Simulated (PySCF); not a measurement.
ClGe₂H₅, SMILES [Cl][GeH2][GeH3]. Atoms are numbered in the order given.

```xyz
8

Cl    -0.9447     2.0362     0.0000
Ge     0.7186     0.6307     0.0000
Ge    -0.2684    -1.5791     0.0000
H      1.5479     0.9331    -1.2604
H      1.5479     0.9331     1.2604
H     -1.1383    -1.7395     1.2564
H     -1.1383    -1.7395    -1.2564
H      0.8352    -2.6532     0.0000
```

The structure is a stationary point at PBE0-D3(BJ)/def2-SVP. The structure was generated by enumeration, and PubChem lists no compound with its InChIKey, so it may never have been made.

Two levels are set side by side: PBE/pcSseg-1 (PySCF) and KT2/pcSseg-1 (PySCF). GIAO shifts against GeH4 (⁷³Ge), HCl (³⁵Cl), TMS (¹H) at the same level; non-relativistic, no solvent, atoms listed together averaged. Without spin–orbit terms, shifts of atoms bonded to Cl or Br come out too high at both levels. Differences are taken from unrounded values.

| quantity | KT2 | PBE | PBE minus KT2 |
|---|---|---|---|
| δ(³⁵Cl) of Cl1 (ppm) | -72.6 | -69.6 | 3.0 |
| δ(⁷³Ge) of Ge2 (ppm) | 286.0 | 297.5 | 11.5 |
| δ(⁷³Ge) of Ge3 (ppm) | 21.3 | 26.4 | 5.1 |
| δ(¹H) of H4, H5 (ppm) | 5.90 | 5.94 | 0.04 |
| δ(¹H) of H6, H7, H8 (ppm) | 4.11 | 4.16 | 0.05 |

Rough cost on one machine, each run with all the roots and properties that it gave: KT2 against PBE within a factor of 2.
